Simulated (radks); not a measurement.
Results of a calculation; reference values are marked as such.
Species: a nucleus of charge 73.2 with 71 electrons. Configuration: [Xe] 4f14 5d3.

Level of theory: scalar-relativistic Kohn-Sham, PBEsol, spin-polarised, spherical densities, finite nucleus; open shells are filled with parallel spins first (spin-orbit coupling, left out, can overturn this in heavy ions); Fermi nuclear charge, rms radius 5.3507 fm (a radial shooting solver on a logarithmic mesh with Libxc functionals).

Energy parts (eV):
total: -427307.93
kinetic: 469557.56
electron-nucleus: -1054283.54
Hartree: 165895.26
exchange-correlation: -8477.20

Orbitals (lengths in bohr, moments of r in powers of bohr; <r^-3> diverges for s and p1/2):
orbital  occ.  eigenvalue (eV)       <r^4>  <r^-3>
1s up       1        -67760.71   6.133e-07       -
1s down     1        -67760.71   6.133e-07       -
2s up       1        -11668.66  0.00009264       -
2s down     1        -11668.53  0.00009264       -
2p up       3        -10227.64  0.00007236   18930
2p down     3        -10227.54  0.00007236   18930
3s up       1        -2689.554    0.003418       -
3s down     1        -2689.525    0.003418       -
3p up       3        -2261.146    0.003665    4203
3p down     3        -2261.111    0.003665    4203
3d up       5        -1761.709    0.002836   542.9
3d down     5        -1761.634    0.002836   542.9
4s up       1        -563.6074     0.08081       -
4s down     1        -563.5127     0.08080       -
4p up       3        -423.0040      0.1077   972.5
4p down     3        -422.9149      0.1077   972.3
4d up       5        -243.2068      0.1605   107.0
4d down     5        -243.0959      0.1600   107.1
4f up       7         -44.4418      0.6559   17.58
4f down     7         -44.1473      0.6158   17.71
5s up       1         -92.6894       2.697       -
5s down     1         -91.4590       2.620       -
5p up       3         -58.8384       5.392   134.4
5p down     3         -57.1307       5.198   138.3
5d up       3         -21.6270       31.99   6.952
5d down     0         -19.2739       33.33   7.149

The highest occupied level is 5d up at -21.627 eV. The density falls to 0.001 e/bohr^3 at r = 3.65 bohr. The electron density at the nucleus is 1.416e+06 e/bohr^3 (large components only).
